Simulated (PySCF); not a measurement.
# Deuteron quadrupole couplings in `C=CP=C=C(F)C(C)C`

Species: C7H10FP.
Structure used (GFN2-xTB), in Å, numbered top down from 1:
```xyz
19
C7H10FP angstrom
C      4.464   -0.585   -0.521
C      3.199   -0.208   -0.395
P      2.291   -0.395    1.174
C      0.845    0.232    0.720
C     -0.370    0.642    0.500
F     -0.707    1.953    0.686
C     -1.514   -0.196   -0.008
C     -1.984    0.331   -1.365
C     -2.652   -0.170    1.014
H      5.010   -1.020    0.301
H      5.005   -0.474   -1.447
H      2.659    0.231   -1.224
H     -1.146   -1.222   -0.119
H     -2.825   -0.258   -1.723
H     -1.183    0.271   -2.099
H     -2.300    1.368   -1.278
H     -2.317   -0.570    1.969
H     -2.997    0.850    1.165
H     -3.486   -0.771    0.658
```

Level: PBE0/pcSseg-1 (PySCF, non-relativistic); Q(2H) = 0.00286 b; rigid geometry, the same for H and D, with no vibrational averaging.

Question: Rank these positions by the coupling χzz of a deuteron there, largest first.
A. H12 (vinylic hydrogen)
B. H13 (methine hydrogen)
C. H15 (methyl hydrogen)
D. H11 (vinylic hydrogen)

Answer: D (224 kHz), A (218 kHz), C (211 kHz), B (197 kHz).

Question: What are Vzz, η and χzz (234.96 MHz × Q × Vzz) at all hydrogens?

Answer: 
| atom | bonded to | bond length (Å) | Vzz (au) | η | χzz (kHz) |
| --- | --- | --- | --- | --- | --- |
| H10 | C1 | 1.078 | 0.3311 | 0.05 | 223 |
| H11 | C1 | 1.078 | 0.3335 | 0.04 | 224 |
| H12 | C2 | 1.082 | 0.3248 | 0.04 | 218 |
| H13 | C7 | 1.095 | 0.2929 | 0.03 | 197 |
| H14 | C8 | 1.087 | 0.3154 | 0.03 | 212 |
| H15 | C8 | 1.088 | 0.3134 | 0.02 | 211 |
| H16 | C8 | 1.088 | 0.3111 | 0.02 | 209 |
| H17 | C9 | 1.088 | 0.3128 | 0.02 | 210 |
| H18 | C9 | 1.088 | 0.3113 | 0.02 | 209 |
| H19 | C9 | 1.087 | 0.3155 | 0.03 | 212 |

Question: How does χzz go with the bond length over the 10 C–H bonds?

Answer: A straight-line fit has a slope of -15.2 kHz for each 0.01 Å, with a correlation coefficient of -0.98, over lengths from 1.078 to 1.095 Å. The longer bonds have the smaller couplings here.

Question: Give the 2H NMR doublet splittings at H18 for a magnetic field along the z, y and x axes of the gradient: 3χ/2, 3χ(1 + η)/4, 3χ(1 − η)/4.

Answer: With |χ| = 209.2 kHz and η = 0.024: 314, 161 and 153 kHz, to first order and without motion.

One conformer (not necessarily the lowest) at the GFN2-xTB geometry, without solvent, vibrations or thermal averaging. GFN2-xTB bond lengths can be off by several hundredths of an ångström, more for odd bonds, and the gradients follow them. With so small a basis the couplings can be 20 % off.
